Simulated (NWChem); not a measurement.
**What each level costs for HAl**

```xyz
2

Al     0.0000     0.0000     0.1203
H      0.0000     0.0000    -1.5639
```
Charge 0, spin multiplicity 1.

All runs are NWChem calculations. The geometry was optimised at PBE/def2-SVP, a minimum by its harmonic frequencies.

Basis set: cc-pVQZ (89 functions). Each entry is one whole single-point run; the coupled-cluster runs use the TCE module, and the SCF and DFT modules converge to different thresholds.

The correlated methods keep 5 core orbitals frozen. B3LYP has NWChem's definition, with VWN1-RPA local correlation. The structure started from a generated list of species.

Question: Roughly how much processor time does each of these take, relative to RHF: MP2, RI-MP2, B2PLYP, PBE, B3LYP, LDA (SVWN5), CR-CCSD(T)?

Answer: RI-MP2 about the same, within a factor of 3; LDA (SVWN5) about the same, within a factor of 3; PBE about the same, within a factor of 3; B3LYP about the same, within a factor of 3; MP2 about the same, within a factor of 3; B2PLYP about the same, within a factor of 3; CR-CCSD(T) about 7 (rough ratios from shared machines).
